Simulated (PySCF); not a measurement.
GeH₆Si, charge +1, multiplicity 2. Atoms are numbered in the order given.

```xyz
8

Si     0.0000     0.0000     1.8605
Ge     0.0000     0.0000    -0.9051
H      0.0000    -1.4719     2.0620
H      1.2747     0.7359     2.0620
H     -1.2747     0.7359     2.0620
H     -1.3201    -0.7621    -1.0899
H      0.0000     1.5243    -1.0899
H      1.3201    -0.7621    -1.0899
```
Charge +1, spin multiplicity 2.

Geometry optimised at PBE-D3(BJ)/def2-TZVP. The spin state was assumed, not searched.

All values below come from PBE-D3(BJ)/def2-TZVP in PySCF 2.14.0.

Frequencies are harmonic and unscaled.

Modes within 1.5 cm⁻¹ of each other (mostly degenerate sets) share a row, with their intensities summed.

Computed normal modes with their intensities:
```
mode   ν (cm⁻¹)  IR (km/mol)  moving atoms (share of kinetic energy)
-----  --------  -----------  --------------------------------------
1            98          0.0                                 H 100 %
2           167          1.0                        Si 64 %, Ge 29 %
3–4         225          0.1                                 H 100 %
5–6         278          0.2                                  H 94 %
7           640        157.4                                  H 95 %
8           712         54.9                                  H 92 %
9–10        807         49.5                                  H 98 %
11–12       885         90.6                                  H 96 %
13         2103          2.2                                 H 100 %
14–15      2160          5.5                                  H 98 %
16         2177          0.9                                 H 100 %
17–18      2240          3.7                                  H 95 %
```
